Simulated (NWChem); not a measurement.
System meant: CH3FSn, singlet; SMILES [CH3][Sn][F]

NWChem input:

```
start job
memory heap 200 mb stack 900 mb global 1100 mb
geometry units angstroms noautoz
  Sn     0.271069     0.054398     0.359880
  F     -0.961321     1.351882    -0.454274
  C     -1.086023    -1.646468     0.064160
  H     -0.603090    -2.433325    -0.539617
  H     -1.995348    -1.298157    -0.448066
  H     -1.362738    -2.095123     1.033436
end
basis spherical
  * library def2-svp
end
ecp
  Sn library def2-ecp
end
dft
  odft
  mult 2
  xc xpbe96 cpbe96
  iterations 150
  mulliken
end
task dft energy
```

End of the output:

```
 Summary of "ao basis" -> "" (spherical)
 ------------------------------------------------------------------------------
       Tag                 Description            Shells   Functions and Types
 ---------------- ------------------------------  ------  ---------------------
 *                          def2-svp                  on all atoms

 Summary of "ao basis" -> "ao basis" (spherical)
 ------------------------------------------------------------------------------
       Tag                 Description            Shells   Functions and Types
 ---------------- ------------------------------  ------  ---------------------
 Sn                         def2-svp                10       26   4s4p2d
 F                          def2-svp                 6       14   3s2p1d
 C                          def2-svp                 6       14   3s2p1d
 H                          def2-svp                 3        5   2s1p

 Summary of "ao basis" -> "ao basis" (spherical)
 ------------------------------------------------------------------------------
       Tag                 Description            Shells   Functions and Types
 ---------------- ------------------------------  ------  ---------------------
 Sn                         def2-svp                10       26   4s4p2d
 F                          def2-svp                 6       14   3s2p1d
 C                          def2-svp                 6       14   3s2p1d
 H                          def2-svp                 3        5   2s1p

  number of electrons :                   40
  multiplicity        :                    2
 ------------------------------------------------------------------------
  no. of electrons and multiplicity not compatible                  40
 ------------------------------------------------------------------------
 ------------------------------------------------------------------------
  current input line :
    24: task dft energy
 ------------------------------------------------------------------------
 ------------------------------------------------------------------------
 There is an error in the input file
 ------------------------------------------------------------------------
 For more information see the NWChem manual at https://nwchemgit.github.io

0: no. of electrons and multiplicity not compatible:Received an Error in Communication
```

Can this run be used? If not, why, and what is the fix?

The program refused the input. Cause: the multiplicity doesn't fit the number of electrons (an even count wants an odd multiplicity, and the reverse). This input runs:
```
start job
memory heap 200 mb stack 900 mb global 1100 mb
geometry units angstroms noautoz
  Sn     0.271069     0.054398     0.359880
  F     -0.961321     1.351882    -0.454274
  C     -1.086023    -1.646468     0.064160
  H     -0.603090    -2.433325    -0.539617
  H     -1.995348    -1.298157    -0.448066
  H     -1.362738    -2.095123     1.033436
end
basis spherical
  * library def2-svp
end
ecp
  Sn library def2-ecp
end
dft
  xc xpbe96 cpbe96
  iterations 150
  mulliken
end
task dft energy
```
It converges to -353.81026 Ha (PBE/def2-SVP with def2 effective core potentials on Sn).
